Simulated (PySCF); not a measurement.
PySCF 2.14 output of an unrestricted r2SCAN calculation on a single atom or ion in aug-cc-pVQZ with one added diffuse shell each of s, p, d, f, g type (7s6p5d4f3g, 105 functions), with no relativity, point nucleus:

```
SCF conv_tol = 1e-09
number electrons alpha = 3  beta = 2
    J. W. Furness, A. D. Kaplan, J. Ning, J. P. Perdew, and J. Sun.,  J. Phys. Chem. Lett. 11, 8208-8215 (2020)
    J. W. Furness, A. D. Kaplan, J. Ning, J. P. Perdew, and J. Sun.,  J. Phys. Chem. Lett. 11, 9248-9248 (2020)
    J. W. Furness, A. D. Kaplan, J. Ning, J. P. Perdew, and J. Sun.,  J. Phys. Chem. Lett. 11, 8208-8215 (2020)
    J. W. Furness, A. D. Kaplan, J. Ning, J. P. Perdew, and J. Sun.,  J. Phys. Chem. Lett. 11, 9248-9248 (2020)
cycle= 1 E= -37.4054056031894  delta_E= -0.00395  |g|= 0.0125  |ddm|= 0.252
cycle= 2 E= -37.4054878522682  delta_E= -8.22e-05  |g|= 0.00202  |ddm|= 0.0145
cycle= 3 E= -37.4054903046065  delta_E= -2.45e-06  |g|= 0.000119  |ddm|= 0.00214
cycle= 4 E= -37.4054903103677  delta_E= -5.76e-09  |g|= 1.89e-05  |ddm|= 0.0004
cycle= 5 E= -37.4054903105124  delta_E= -1.45e-10  |g|= 1.23e-06  |ddm|= 4.08e-05
converged SCF energy = -37.4054903105124  <S^2> = 0.75465999  2S+1 = 2.0046546
```

The run itself started from symmetry-adapted Hartree-Fock orbitals and held the occupation by maximum overlap, on a logarithmic radial grid, so the iterations belong to that start.

Question: Which element, charge and spin multiplicity is this?

Answer: C⁺ (carbon, charge +1), multiplicity 2; the state was [He] 2s2 2p1, 2P determinant.
